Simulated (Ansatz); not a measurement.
Calculated with Ansatz (gas phase, PBE0-D4/def2-TZVP geometries, no zero-point term in ΔE). CCSD(T)/CBS is the MP2 limit (def2-TZVPP, def2-QZVPP) plus CCSD(T) − MP2 in def2-TZVPP, frozen cores. For Ge outer-core shells are correlated without core-valence functions, which leaves a few kJ/mol of doubt a bond. Scalar relativity is left out up to krypton. One conformer a species, not always the lowest.

`[CH3][GeH]([CH3])[Cl]` + `NC(=S)[SiH2]O` → `[CH3][GeH]([NH2])[Cl]` + `CC(=S)[SiH2]O`  (redistribution)

| level | ΔE (kJ/mol) |
| --- | --- |
| HF/def2-QZVPP | 23.0 |
| HF/CBS(def2) | 23.0 |

Question: What does CCSD(T)/CBS give? (An estimate is asked.)

Answer: Ansatz gave: +19.1 kJ/mol. The listed levels differ from it by 3.9, 3.9 kJ/mol.

Largest T1 diagnostic among the species: 0.017.
